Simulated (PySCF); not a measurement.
Species: C₅H₄F₄Ge.
SMILES with atom numbers: `[F:1][C:2]1=[CH:3][GeH2:4][CH:5]=[C:6]1[C:7]([F:8])([F:9])[F:10]` (hydrogens: H11 on C3; H12, H13 on Ge4; H14 on C5)

Cartesian coordinates in Å at the PBE0-D3(BJ)/def2-SVP level; atoms count from 1:
```xyz
14
C5H4F4Ge angstrom
F      0.7817    2.1789   -0.5086
C     -0.0436    1.1612   -0.2980
C     -1.3790    1.2407   -0.3897
Ge    -2.0606   -0.5234    0.0171
C     -0.2362   -1.1713    0.2763
C      0.5898   -0.1338    0.0600
C      2.0889   -0.2187    0.1642
F      2.6726    0.0748   -0.9999
F      2.5566    0.6352    1.0763
F      2.4829   -1.4427    0.5165
H     -1.8901    2.1670   -0.6505
H     -2.9097   -0.6003    1.2945
H     -2.7847   -1.2116   -1.1491
H      0.1368   -2.1609    0.5438
```

All values: PBE0/def2-SVPD (PySCF, non-relativistic), on one gas-phase PBE0-D3(BJ)/def2-SVP geometry that isn't relaxed in the solvent. The solvent is an IEF-PCM continuum (van der Waals radii × 1.2). Only the electrostatic response of the medium enters. Spin–orbit coupling is left out although an atom past zinc is present.

Gas phase at PBE0/def2-SVPD: HOMO -7.47 eV, LUMO -2.10 eV, dipole 3.36 D.

Problem. What does the continuum do to the energy, the frontier levels and the dipole at PBE0/def2-SVPD in tetrahydrofuran and water?

Solution. 
```csv
solvent,ε,E(solvent) − E(gas) (kcal/mol),polarisation term (kcal/mol),distortion of the solute (kcal/mol),HOMO (eV),LUMO (eV),dipole (D)
tetrahydrofuran,7.426,-2.42,-2.81,0.39,-7.29,-1.90,4.19
water,78.36,-2.98,-3.58,0.60,-7.27,-1.87,4.38
```

Polarisation term: ½ Σ q·V over the induced surface charges. Distortion: the rise of the solute's own energy as its density leaves the gas-phase optimum. From tetrahydrofuran to water the lowering changes by a factor 1.23, Onsager's factor (ε − 1)/(2ε + 1) by 1.21 and ε itself by 10.6.

Problem. Which radius a makes the point-dipole formula ΔE = −[(ε − 1)/(2ε + 1)]·μ²/a³ give the value in water, with the gas-phase dipole?

Solution. μ = 1.320 au and |ΔE| = 0.00475 Eh give a = 2.99 Å; the farthest nucleus lies 3.25 Å from the centroid of the nuclei, so such a sphere wouldn't even hold the nuclei. The formula assumes a rigid point dipole at the centre of a sphere.

Problem. Give the dipole vector in the frame of the coordinates (D, pointing from negative to positive charge), gas and water.

Solution. Gas (-3.16, -1.12, 0.11), solvent (-4.07, -1.61, 0.18). Its length changes by +31 % and its direction by 2°.

Problem. How does the static polarisability (PBE0/def2-SVPD, frozen core, with the continuum's full static response) change?

Solution. 
```tsv
medium	isotropic (au)	principal values (au)	⟨r²⟩ of the electrons (bohr²)
gas	87.4	65.5, 86.4, 110.3	2007.9
tetrahydrofuran	111.3	84.3, 111.1, 138.6	2007.5
water	118.2	91.0, 118.1, 145.5	2007.4
```

The isotropic value in water is 1.35 times the gas-phase one; no cavity-field correction is applied. ⟨r²⟩ is taken about the centre of nuclear charge.
